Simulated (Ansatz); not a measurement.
`[CH3][Al]([CH3])[BH][SiH3]` + `ClB1CC1` → `[SiH3]BB1CC1` + `[CH3][Al]([CH3])[Cl]`  (redistribution)

Computed with Ansatz on PBE0-D4/def2-TZVP structures; ΔE is electronic, products minus reactants. CCSD(T)/CBS adds triple-zeta CCSD(T) − MP2 to the extrapolated MP2 energy (def2 sets, frozen cores). Functionals use def2-TZVPP. B3LYP here is the variant with VWN-RPA as its local correlation; programs differ in this. One conformer a species, not always the lowest.

```tsv
level	ΔE (eV)
ωB97X-V	-1.61
B3LYP	-1.68
CCSD/def2-TZVPP	-1.57
CCSD(T)/def2-TZVPP	-1.58
MP2/def2-QZVPP	-1.68
SCS-MP2/def2-QZVPP	-1.62
HF/CBS(def2)	-1.58
CCSD/CBS(def2)	-1.62
```

(1) What does CCSD(T)/CBS give? (Best estimate.)

Largest T1 diagnostic among the species: 0.016.

## Answers

(1) Computed: -1.63 eV. The listed levels differ from it by 0.02, -0.05, 0.06, 0.05, -0.05, 0.01, 0.05, 0.01 eV.
